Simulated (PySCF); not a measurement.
# `CC(OC(C#C)=C)C`, C7H10O

Geometry:
```tsv
atom	x (Å)	y (Å)	z (Å)
C1	2.331	2.976	-0.085
C2	1.848	1.882	0.013
C3	1.269	0.571	0.132
C4	2.041	-0.514	0.258
O5	-0.073	0.620	0.107
C6	-0.851	-0.558	0.225
C7	-2.203	-0.119	0.748
C8	-0.945	-1.272	-1.112
H9	2.762	3.949	-0.172
H10	3.118	-0.389	0.280
H11	1.644	-1.519	0.336
H12	-0.382	-1.215	0.967
H13	-2.096	0.378	1.717
H14	-2.668	0.586	0.050
H15	-2.868	-0.982	0.867
H16	-1.533	-2.192	-1.012
H17	-1.436	-0.625	-1.847
H18	0.043	-1.539	-1.498
```

Computed, not measured: UKS BHandHLYP/def2-SV(P) four-point reorganisation energy, gas phase in PySCF. Geometry: BHandHLYP/def2-SV(P).

(1) What is the inner reorganisation energy for hole transfer, with the ionisation energy?

Answers

(1) λ = 0.359 (surface of the oxidised species) + 0.410 (surface of the starting species) = 0.769 eV. The ionisation energy is 8.44 eV vertical and 8.08 eV adiabatic without zero-point energy; at the relaxed geometry of the oxidised species the two energies differ by 7.67 eV. Largest bond changes: C3–C4 1.337 → 1.421 Å, C3–O5 1.343 → 1.268 Å, O5–C6 1.417 → 1.483 Å, C2–C3 1.439 → 1.414 Å, C6–C8 1.519 → 1.511 Å. ⟨S²⟩ of the relaxed oxidised species 0.763.
